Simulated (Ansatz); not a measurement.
A nudged elastic band was laid between two geometries of ClH2InO2 + H2 (8 atoms, charge 0, multiplicity 1).

These are results of Ansatz 0.2.0, RKS PBE/def2-SVP, not measurements.

```json
{
 "movable images": "7",
 "climbing image": "yes",
 "spring": "5.0 eV/Å²",
 "optimiser": "quadratic models (default)",
 "start path": "through a guess of the saddle point",
 "force threshold": "0.05 eV/Å",
 "iteration limit": "60",
 "end points": "relaxed"
}
```

Initial state:

```xyz
8
Properties=species:S:1:pos:R:3
In -0.150 -0.355 -0.046
O 0.012 -0.444 1.969
H -0.888 -0.393 2.351
O 1.468 -0.477 -1.231
H 2.252 -0.608 -0.659
Cl -2.272 -0.144 -1.050
H 0.244 2.634 1.091
H 0.222 2.002 1.535
```

Final state:

```xyz
8
Properties=species:S:1:pos:R:3
In 0.294 0.866 -0.207
O -0.033 0.087 2.045
H -0.887 -0.326 1.754
O 1.836 -0.247 -0.876
H 1.526 -1.161 -1.030
Cl -1.816 -0.366 -0.366
H 0.261 2.575 -0.033
H -0.293 0.789 2.674
```

Question: What changes between the two ends?

Answer: Bonds broken: H7–H8. Bonds formed: In1–H7, O2–H8. ClH2InO2 + H2 becomes ClH4InO2.

Question: Give the energies along the band, and the barrier.

Answer: The forces met the threshold. The highest image is number 4 of 0 to 8, 0.55 eV above the first end and 1.41 eV above the last; the last end lies 0.85 eV below the first. Beside the main top the profile has a ripple of under 15 meV (maxima at images 1, 4), which may be a very shallow well or noise. A vibrational analysis at the climbing image gives one clearly imaginary mode, 1011i cm⁻¹: a first-order saddle point. The orbitals stay closed-shell, which can raise the energy where a bond breaks towards radicals; this wasn't checked here.

```csv
image,path coordinate (Å),energy (eV),H7–H8 (Å),In1–H7 (Å),O2–H8 (Å)
0,0.00,0.00,0.77,3.22,2.49
1,0.76,0.06,0.77,2.82,2.64
2,1.53,0.05,0.77,2.80,2.61
3,2.29,0.05,0.78,2.68,2.13
4,3.06,0.55,0.97,2.09,1.38
5,3.71,-0.36,1.67,1.79,1.00
6,4.37,-0.64,2.35,1.74,0.98
7,5.02,-0.78,2.85,1.72,0.98
8,5.68,-0.85,3.29,1.72,0.98
```

Question: What is the geometry of the highest image?

Answer: 
```xyz
8
Properties=species:S:1:pos:R:3
In 0.085 0.100 0.042
O -0.062 0.140 2.187
H -0.942 -0.113 2.539
O 1.895 -0.400 -0.679
H 1.802 -0.635 -1.624
Cl -1.971 -0.287 -1.068
H 0.108 2.002 0.903
H -0.027 1.409 1.659
```

Time of the run: 2.6 min on 2 threads of Arm Neoverse V1, on a shared host, peak memory 0.14 GiB.
